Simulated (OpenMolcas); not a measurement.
**Te+: effect of the active space**

| Item | Value |
| --- | --- |
| Program | OpenMolcas |
| Method | CASSCF or its RAS form |
| Basis | ANO-R3 |
| Scalar Hamiltonian | X2C, finite nucleus |
| Spin-orbit coupling | RASSI with atomic mean-field integrals over the reference wave functions, term energies averaged over their components |

A. 3 electrons in 3 orbitals (5p); 2S+1 = 4 odd, 1 root; 2S+1 = 2 odd, 8 roots; cost of the order of 9 core-seconds
B. 5 electrons in 4 orbitals (5s 5p); 2S+1 = 4 odd, 1 root; 2S+1 = 2 odd, 8 roots; 2S+1 = 4 even, 3 roots; 2S+1 = 2 even, 9 roots; cost of the order of 30 core-seconds
C. 3 electrons in 9 orbitals (RAS2 5p; RAS3 5d 6s, at most 1 electron); 2S+1 = 4 odd, 1 root; 2S+1 = 2 odd, 8 roots; 2S+1 = 4 even, 18 roots; 2S+1 = 2 even, 49 roots; cost roughly 70 core-seconds
D. 5 electrons in 9 orbitals (RAS2 5s 5p; RAS3 5d, at most 2 electrons); 2S+1 = 4 odd, 1 root; 2S+1 = 2 odd, 8 roots kept (CI in the orbitals of an earlier block); 2S+1 = 4 even, 3 roots; 2S+1 = 2 even, 9 roots kept (CI in the orbitals of an earlier block); cost of the order of 60 core-seconds

Energies in cm⁻¹ above 5s² 5p³ ⁴S°_3/2, the measured ground level; measured values from NIST Handbook of Basic Atomic Spectroscopic Data.

```csv
Level,A,B,C,D,Measured
5s² 5p³ ⁴S°_3/2,0.0,0.0,0.0,0.0,0.0
5s² 5p³ ²D°_3/2,14504,14067,14504,13765,10222
5s² 5p³ ²D°_5/2,16204,16313,16204,15627,12422
5s² 5p³ ²P°_1/2,26391,22720,26391,24187,20547
5s² 5p³ ²P°_3/2,28813,25670,28813,26724,24032
```

Deviations, from unrounded energies. A percentage is the sum of absolute deviations over the sum of measured energies, with the sign that they share, or ± where signs differ.

```
                        Against measurement  Levels      A      B      C      D
             mean absolute deviation (cm-1)       4   4700   2900   4700   3300
other terms of the ground configuration (%)       4  +27.8  +17.2  +27.8  +19.5
```

B lies closest to measurement on these levels and A furthest from it. The largest miss of B in the table is 5s² 5p³ ²D°_5/2, by +3900 cm-1. The ranking rests on the paired levels alone, and a cruder setting can come out closer through cancelling errors.

Among A to D the level of the table that moves most is 5s² 5p³ ²P°_1/2, by 3700 cm-1 (lowest in B, highest in A).

With the s shell closed, the reference lacks s² → p² mixing (holds for A; C). Terms from blocks run as CI alone lack orbitals of their own (holds for D). The run also gave levels led by 5s² 5p² 5d, which use shells meant for correlation; these and all levels above them are left out (holds for D). Measured partners are found by configuration, term and J. A level has none where our copy of the source lacks it or the pairing is in doubt (some pairs that miss far off the trend of their configuration count as doubtful), and it then counts in no deviation. Levels of configurations outside the active space are missing. Levels that lie high or do not pair safely by name in every column are left out.

° marks odd parity.
